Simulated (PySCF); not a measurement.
**Vibration and rotation of TiSe**

ωB97M-V constants of TiSe, ³Δ (triplet), unpaired electrons σ ↑, δ ↑ (basis Ti x2c-TZVPPall, Se x2c-TZVPPall; spin-free X2C with a Gaussian nucleus; PySCF 2.14; masses 47.9479 and 79.9165 u):

```
ωe              : 433.3 cm⁻¹
ωexe            : 1.11 cm⁻¹
Be              : 0.11646 cm⁻¹
αe              : 0.000398 cm⁻¹
D (centrifugal) : 3.37e-08 cm⁻¹
```

Q: Give the vibrational terms G(v) and spacings up to v = 6.

A: G(v) = ωe(v+½) − ωexe(v+½)².

```json
{"v": "0", "G(v) (cm⁻¹)": "216.4", "G(v) − G(v−1)": "", "Bv (cm⁻¹)": "0.1163"}
{"v": "1", "G(v) (cm⁻¹)": "647.5", "G(v) − G(v−1)": "431.1", "Bv (cm⁻¹)": "0.1159"}
{"v": "2", "G(v) (cm⁻¹)": "1076.3", "G(v) − G(v−1)": "428.9", "Bv (cm⁻¹)": "0.1155"}
{"v": "3", "G(v) (cm⁻¹)": "1503.0", "G(v) − G(v−1)": "426.6", "Bv (cm⁻¹)": "0.1151"}
{"v": "4", "G(v) (cm⁻¹)": "1927.4", "G(v) − G(v−1)": "424.4", "Bv (cm⁻¹)": "0.1147"}
{"v": "5", "G(v) (cm⁻¹)": "2349.6", "G(v) − G(v−1)": "422.2", "Bv (cm⁻¹)": "0.1143"}
{"v": "6", "G(v) (cm⁻¹)": "2769.6", "G(v) − G(v−1)": "420.0", "Bv (cm⁻¹)": "0.1139"}
```

De is left out where the level can put another filling of the metal’s s and d shells below the measured ground configuration, by anything from nothing to about 1 eV. Spin–orbit coupling is left out. With d or f electrons several states lie close, and the lowest PBE0 determinant need not be the measured ground state.
